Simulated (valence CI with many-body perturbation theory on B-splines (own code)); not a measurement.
# Pb LXXVII: calculated level list

Calculated by relativistic CI+MBPT: four valence electrons over a frozen Dirac-Fock core [He], radial functions for each j: 9 s, 9 p, 8 d, 6 f, 3 g, 1 h, with the one-electron correlation potential Σ1, the two-electron term Σ2, the three-electron term Σ3, Breit, model QED; selected CI, second order for the rest, scaled by the run's own slope (own B-spline code, finite nucleus).

No measured spectrum was set against this ion. As an estimate, large intervals hold to a few tenths of a per cent, small ones and those within an open d or f shell to about a per cent.

Levels 1 to 40 of 40, with energies above the lowest level, (2s^2 2p1/2^2) J=0. "Leading %" is the weight of the configuration and term that name the level; weights of strongly mixed levels are sums over their largest components and can fall short, so below about 35 % the name and the second component can differ from the true leading terms, or belong to a minority configuration. In the jj column 3d3/2^4 stands for four electrons in 3d with j = 3/2.

| No. | Configuration | Term | J | E (eV) | Leading % | g | Second component | Leading jj |
| --- | --- | --- | --- | --- | --- | --- | --- | --- |
| 1 | 2s2.2p2 | 3P | 0 | 0 | 68 |  | 32 % 2s2.2p2 1S | 2s^2 2p1/2^2 (100 %) |
| 2 | 2s2.2p2 | 3P | 1 | 2285 | 100 | 1.461 |  | 2s^2 2p1/2 2p3/2 (100 %) |
| 3 | 2s2.2p2 | 1D | 2 | 2303 | 66 | 1.122 | 34 % 2s2.2p2 3P | 2s^2 2p1/2 2p3/2 (100 %) |
| 4 | 2s.2p3 | 3P° | 2 | 2645 | 49 | 1.472 | 25 % 2s.2p3 5S° | 2s 2p1/2^2 2p3/2 (100 %) |
| 5 | 2s.2p3 | 1P° | 1 | 2746 | 31 | 1.111 | 30 % 2s.2p3 3D° | 2s 2p1/2^2 2p3/2 (100 %) |
| 6 | 2s2.2p2 | 3P | 2 | 4621 | 65 | 1.284 | 34 % 2s2.2p2 1D | 2s^2 2p3/2^2 (99 %) |
| 7 | 2s2.2p2 | 1S | 0 | 4694 | 67 |  | 32 % 2s2.2p2 3P | 2s^2 2p3/2^2 (99 %) |
| 8 | 2s.2p3 | 5S° | 2 | 4899 | 51 | 1.539 | 46 % 2s.2p3 3D° | 2s 2p1/2 2p3/2^2 (100 %) |
| 9 | 2s.2p3 | 3D° | 3 | 4945 | 100 | 1.283 |  | 2s 2p1/2 2p3/2^2 (100 %) |
| 10 | 2s.2p3 | 3P° | 0 | 5022 | 100 |  |  | 2s 2p1/2 2p3/2^2 (100 %) |
| 11 | 2s.2p3 | 3S° | 1 | 5048 | 54 | 1.294 | 44 % 2s.2p3 3D° | 2s 2p1/2 2p3/2^2 (100 %) |
| 12 | 2s.2p3 | 1D° | 2 | 5055 | 74 | 1.035 | 21 % 2s.2p3 3D° | 2s 2p1/2 2p3/2^2 (100 %) |
| 13 | 2s.2p3 | 3P° | 1 | 5061 | 65 | 1.276 | 33 % 2s.2p3 1P° | 2s 2p1/2 2p3/2^2 (100 %) |
| 14 | 2p4 | 3P | 2 | 5436 | 67 | 1.294 | 32 % 2p4 1D | 2p1/2^2 2p3/2^2 (99 %) |
| 15 | 2p4 | 1S | 0 | 5511 | 65 |  | 34 % 2p4 3P | 2p1/2^2 2p3/2^2 (99 %) |
| 16 | 2s.2p3 | 3P° | 2 | 7304 | 51 | 1.432 | 20 % 2s.2p3 5S° | 2s 2p3/2^3 (100 %) |
| 17 | 2s.2p3 | 1P° | 1 | 7404 | 35 | 1.140 | 26 % 2s.2p3 3D° | 2s 2p3/2^3 (100 %) |
| 18 | 2p4 | 3P | 1 | 7742 | 100 | 1.461 |  | 2p1/2 2p3/2^3 (100 %) |
| 19 | 2p4 | 1D | 2 | 7760 | 68 | 1.113 | 32 % 2p4 3P | 2p1/2 2p3/2^3 (100 %) |
| 20 | 2p4 | 3P | 0 | 10112 | 65 |  | 34 % 2p4 1S | 2p3/2^4 (100 %) |
| 21 | 2s2.2p.3s | 3P° | 0 | 13307 | 100 |  |  | 2s^2 2p1/2 3s (100 %) |
| 22 | 2s2.2p.3s | 3P° | 1 | 13310 | 67 | 1.290 | 33 % 2s2.2p.3s 1P° | 2s^2 2p1/2 3s (100 %) |
| 23 | 2s2.2p.3p | 3D | 1 | 13411 | 74 | 0.622 | 22 % 2s2.2p.3p 1P | 2s^2 2p1/2 3p1/2 (100 %) |
| 24 | 2s2.2p.3p | 3P | 0 | 13469 | 67 |  | 32 % 2s2.2p.3p 1S | 2s^2 2p1/2 3p1/2 (99 %) |
| 25 | 2s.2p2.3s | 5P | 1 | 13639 | 40 | 1.982 | 32 % 2s.2p2.3s 3S | 2s 2p1/2^2 3s (99 %) |
| 26 | 2s.2p2.3s | 3P | 0 | 13684 | 67 |  | 32 % 2s.2p2.3s 1S | 2s 2p1/2^2 3s (99 %) |
| 27 | 2s.2p2.3p | 3P° | 1 | 13753 | 33 | 1.317 | 20 % 2s.2p2.3p 5D° | 2s 2p1/2^2 3p1/2 (100 %) |
| 28 | 2s.2p2.3p | 3P° | 0 | 13755 | 53 |  | 40 % 2s.2p2.3p 5D° | 2s 2p1/2^2 3p1/2 (100 %) |
| 29 | 2s2.2p.3p | 3D | 2 | 14113 | 51 | 1.137 | 32 % 2s2.2p.3p 1D | 2s^2 2p1/2 3p3/2 (100 %) |
| 30 | 2s2.2p.3p | 3P | 1 | 14114 | 49 | 1.493 | 30 % 2s2.2p.3p 3S | 2s^2 2p1/2 3p3/2 (100 %) |
| 31 | 2s2.2p.3d | 3F° | 2 | 14186 | 75 | 0.735 | 20 % 2s2.2p.3d 1D° | 2s^2 2p1/2 3d3/2 (100 %) |
| 32 | 2s2.2p.3d | 3D° | 1 | 14214 | 50 | 0.824 | 33 % 2s2.2p.3d 1P° | 2s^2 2p1/2 3d3/2 (100 %) |
| 33 | 2s2.2p.3d | 3P° | 2 | 14373 | 46 | 1.284 | 34 % 2s2.2p.3d 3D° | 2s^2 2p1/2 3d5/2 (97 %) |
| 34 | 2s2.2p.3d | 3F° | 3 | 14378 | 45 | 1.086 | 32 % 2s2.2p.3d 1F° | 2s^2 2p1/2 3d5/2 (100 %) |
| 35 | 2s.2p2.3p | 3P° | 2 | 14449 | 36 | 1.478 | 18 % 2s.2p2.3p 5P° | 2s 2p1/2^2 3p3/2 (96 %) |
| 36 | 2s.2p2.3p | 3D° | 1 | 14454 | 30 | 1.143 | 22 % 2s.2p2.3p 1P° | 2s 2p1/2^2 3p3/2 (100 %) |
| 37 | 2s.2p2.3d | 3D | 1 | 14521 | 48 | 0.475 | 34 % 2s.2p2.3d 5F | 2s 2p1/2^2 3d3/2 (100 %) |
| 38 | 2s.2p2.3d | 3D | 2 | 14527 | 30 | 1.092 | 15 % 2s.2p2.3d 5F | 2s 2p1/2^2 3d3/2 (99 %) |
| 39 | 2s.2p2.3d | 3D | 3 | 14703 | 39 | 1.318 | 16 % 2s.2p2.3d 5D | 2s 2p1/2^2 3d5/2 (100 %) |
| 40 | 2s.2p2.3d | 3D | 2 | 14722 | 26 | 1.038 | 24 % 2s.2p2.3d 3F | 2s 2p1/2^2 3d5/2 (99 %) |

The ionisation energy to 2s2.2p 2P°_1/2 of the next ion comes out as 23464 eV (NIST: 23460 ± 110 eV (theoretical)). All 40 levels together are meant to be complete up to 14754 eV.
